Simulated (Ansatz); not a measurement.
## Energy profile

The step: AlHOF₂ ([OH][Al]([F])[F]) + H₂S → AlHSF₂ ([F][Al]([F])[SH]) + H₂O (still joined by a long Al–O bond); bonds formed: O2–H5; dative contacts that become bonds: Al1–S6; bonds broken: H5–S6; bonds weakened to dative contacts: Al1–O2 (atoms numbered as in the saddle structure below).

```
atom    x (Å)    y (Å)    z (Å)
 Al1  -0.5203   0.6321  -0.2954
  O2   1.2204   0.2203  -0.3564
  F3  -1.2274   0.6442  -1.7831
  F4  -0.9208   1.7852   0.8072
  H5   0.7263  -0.9391   0.1608
  S6  -0.6141  -1.5252   0.6916
  H7   1.7536   0.2208  -1.1544
  H8  -0.4174  -1.0384   1.9299
```

Electronic energies by CCSD(T) at an estimated basis limit (MP2 extrapolated from triple and quadruple zeta, plus CCSD(T) − MP2 in triple zeta), on PBE0-D4/def2-TZVP structures; AlH$_{3}$SOF$_{2}$, closed shell; no counterpoise correction. Computed with Ansatz 0.2.0 (basis: def2-TZVPP and def2-QZVPP); correlated methods freeze the cores. Extrapolation: Hartree–Fock as exp(−7.88 √X), correlation as X^−2.97.

(1) Give the profile in eV, counted from the separated reactants. (To be estimated.)

T1 diagnostic: at most 0.013.

Results:

(1) The calculation gives:
```tsv
point	eV
separated: AlHOF$_{2}$ (linked as [OH][Al]([F])[F]; Al1, O2, F3, F4, H7; singlet) + H$_{2}$S (H5, S6, H8; singlet)	0.000
start structure	-0.733
saddle	-0.230
end structure	-0.963
separated: AlHSF$_{2}$ (linked as [F][Al]([F])[SH]; Al1, F3, F4, S6, H8; singlet) + H$_{2}$O (O2, H5, H7; singlet)	0.204
```
The saddle lies below the separated reactants: the barrier is submerged.

For scale, one of the runs: CCSD(T)/def2-TZVPP, 219 basis functions (an equivalent command: `ansatz run in.yaml --threads 4`). Hardware: 4 CPU threads, shared host. Wall time 89 s; peak host memory 3.4 GiB.
